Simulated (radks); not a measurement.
The numbers below are computed, except where a source is named.
Yb V, configuration [Xe] 4f12 (the NIST ground configuration).

Level of theory: scalar-relativistic Kohn-Sham, LDA (Slater exchange, Perdew-Zunger correlation), spin-polarised, spherical densities, finite nucleus; open shells are filled with parallel spins first (spin-orbit coupling, left out, can overturn this in heavy ions); Fermi nuclear charge, rms radius 5.3108 fm (a radial shooting solver on a logarithmic mesh with Libxc functionals).

Energy parts (eV):
part                      energy
total                 -382214.86
kinetic                416331.35
electron-nucleus      -937361.46
Hartree                146493.38
exchange-correlation    -7678.13

Orbitals (lengths in bohr, moments of r in powers of bohr; <r^-3> diverges for s and p1/2; r(90%) holds 90 % of the orbital's charge):
orbital,occ.,eigenvalue (eV),r(90%),<r>,<r^-3>,<1/r>
1s up,1,-61228.58,0.0357,0.01968,-,80.55
1s down,1,-61228.58,0.0357,0.01968,-,80.55
2s up,1,-10422.38,0.129,0.08340,-,18.78
2s down,1,-10422.33,0.129,0.08340,-,18.78
2p up,3,-9197.872,0.121,0.07417,15960,17.25
2p down,3,-9197.835,0.121,0.07417,15960,17.25
3s up,1,-2394.137,0.318,0.2170,-,6.936
3s down,1,-2393.132,0.318,0.2170,-,6.938
3p up,3,-2024.880,0.324,0.2164,3478,6.460
3p down,3,-2023.878,0.324,0.2164,3480,6.462
3d up,5,-1573.649,0.305,0.1962,457.4,6.120
3d down,5,-1572.868,0.305,0.1962,457.7,6.122
4s up,1,-516.8135,0.700,0.4873,-,2.942
4s down,1,-514.9023,0.700,0.4874,-,2.941
4p up,3,-395.1906,0.752,0.5170,797.6,2.687
4p down,3,-393.3249,0.752,0.5172,796.8,2.686
4d up,5,-234.8799,0.836,0.5565,88.77,2.382
4d down,5,-233.0725,0.837,0.5570,88.61,2.380
4f up,7,-58.3061,1.17,0.6938,13.80,1.850
4f down,5,-56.6651,1.18,0.6998,13.67,1.840
5s up,1,-104.2074,1.66,1.160,-,1.148
5s down,1,-103.4151,1.67,1.164,-,1.143
5p up,3,-74.1840,1.94,1.339,115.7,0.9766
5p down,3,-73.5995,1.95,1.345,114.1,0.9715

The highest occupied level is 4f down at -56.665 eV. The spin density at the nucleus is -0.210 e/bohr^3 (1s 0.002, 2s -0.834, 3s -7.128, 4s 2.077, 5s 5.673). Summed over all electrons, <r^2> = 29.52 bohr^2, which gives a Langevin (diamagnetic) susceptibility term of -23.4 x 10^-6 cm^3/mol. Spin moment in Bohr magnetons: 2. The density falls to 0.001 e/bohr^3 at r = 2.92 bohr. The electron density at the nucleus is 1.081e+06 e/bohr^3 (large components only).
